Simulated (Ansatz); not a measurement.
Ideal-gas functions of `[NH2][Mo](=[O])(=[S])[Cl]` at 400 K and 1 bar, from an Ansatz frequency run at PBE0-D4/def2-TZVP.

Molar mass 195.48 g/mol, point group C1 (symmetry number 1), electronic degeneracy 1, moments of inertia 199.431, 288.565, 349.053 u Å². Harmonic wavenumbers (cm⁻¹, unscaled): 147, 167, 199, 235, 273, 385, 424, 517, 583, 670, 735, 1056, 1533, 3565, 3674.

Use S(trans) = R[1.5 ln M + 2.5 ln T − 1.1517]; rotational temperatures θ = 24.2544 K / I; S(rot) = R[ln(√π/σ · √(T³/θAθBθC)) + 1.5]; for each mode x = 1.438777 ν̃/T, S = R[x/(eˣ − 1) − ln(1 − e⁻ˣ)] and H = RT x/(eˣ − 1); 1 cm⁻¹ = 0.0119627 kJ/mol; R = 8.31446 J/(mol·K).

**Question.** By hand: the entropy, in J/(mol·K).

**Answer.** Translation 180.8. Rotation: θ = 0.1216, 0.0841, 0.0695 K, giving 122.1. Vibration, mode by mode: 13.71, 12.68, 11.27, 9.96, 8.79, 6.24, 5.57, 4.26, 3.53, 2.76, 2.30, 0.91, 0.22, 0.00, 0.00, in all 82.2. Electronic 0.0. Sum 385.1 J/(mol·K).

**Question.** By hand: H − E and G − E in kJ/mol, counted from the electronic energy.

**Answer.** Zero-point energy ½ × 14163 × 0.0119627 = 84.7; thermal vibration 18.2; translation, rotation and pV give 4 RT = 13.3. H − E = 116.2 kJ/mol, and G − E = 116.2 − 400 × 385.1/1000 = -37.8 kJ/mol.

Vibration gives 21 % of the entropy, 13.7 J/(mol·K) of it from the mode under 150 cm⁻¹: soft modes count most, and the harmonic formula is weakest for them. The sum counts one conformer and one mirror image; others add a mixing term.
